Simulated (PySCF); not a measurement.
**Polarisability of `C=CC[S+](C)(C)=O`**

Compound: C₅H₁₁OS (charge +1).
Cartesian coordinates in Å at the GFN2-xTB level; atoms count from 1:
```
atom  x, y, z in Å
C1     2.466    0.241    0.164
C2     1.525   -0.638   -0.139
C3     0.709   -0.567   -1.382
S4    -0.988    0.016   -1.029
C5    -1.715   -1.076    0.205
C6    -0.868    1.636   -0.253
O7    -1.781    0.062   -2.210
H8     3.053    0.148    1.060
H9     2.706    1.071   -0.480
H10    1.328   -1.478    0.511
H11    1.113    0.140   -2.107
H12    0.584   -1.538   -1.860
H13   -2.744   -0.769    0.366
H14   -1.143   -1.006    1.123
H15   -1.703   -2.092   -0.179
H16   -1.858    1.935    0.079
H17   -0.181    1.573    0.583
H18   -0.511    2.346   -0.993
```

Level: CAM-B3LYP/def2-SVPD (PySCF), static field, nuclei fixed, core orbitals frozen in the response. The polarisability tensor in these axes (au):

```
x   90.67  5.50  5.99
y    5.50 75.26  0.50
z    5.99  0.50 71.86
```

Problem. Give the principal values, the mean and the anisotropy Δα = √{½[(α1 − α2)² + (α2 − α3)² + (α1 − α3)²]}.

Solution. Principal values 69.85, 73.96 and 93.99 au; mean 79.27 au = 11.75 Å³ = 13.07 × 10⁻⁴⁰ C²·m²/J; Δα = 22.37 au (28 % of the mean).

Problem. Give the principal axes and the span of the nuclei along them.

Solution. Largest value along (0.93, 0.28, 0.26), where the nuclei span 5.80 Å; middle along (-0.19, 0.93, -0.32), 4.38 Å; least along (-0.33, 0.25, 0.91), 3.43 Å. The response follows the extents in order.

Problem. Traceless (Buckingham) quadrupole moment about the centre of nuclear charge: eigenvalues?

Solution. -12.94, 3.36, 9.58 D·Å. The values depend on the origin, since the species is charged. The electronic extent ⟨r²⟩ about the same centre is 982 bohr², a root-mean-square distance of 2.07 Å for the 64 electrons.

Problem. Rayleigh depolarisation ratio (linearly polarised light, static tensor)?

Solution. ρ = 3Δα²/(45ᾱ² + 4Δα²) = 1501.9/(282741 + 2002.5) = 0.00527.

Problem. Sum over states: ᾱ = Σ f/ω², ω in Eh. What share falls to these 8 lowest TDDFT singlets (eV, f)? 7.00, 0.3774; 7.13, 0.0053; 7.92, 0.0029; 7.95, 0.0003; 8.00, 0.0069; 8.09, 0.0534; 8.27, 0.0025; 8.35, 0.0157.

Solution. They add up to 6.70 au, 8.5 % of the 79.27 au; the largest single term is 5.71 au, from the state at 7.00 eV. Terms in order: 5.71, 0.08, 0.03, 0.00, 0.08, 0.60, 0.03, 0.17 au. Higher excitations give the rest. The strengths listed sum to 0.464.

Geometry: GFN2-xTB, one conformer, isolated ion.

These values come from a run that also computed excited states. The run took 60 s wall on an Arm Neoverse V1 with one thread, no GPU, shared host with 32 logical CPUs at a one-minute load of 11, and the process peaked at 1.1 GiB of memory.
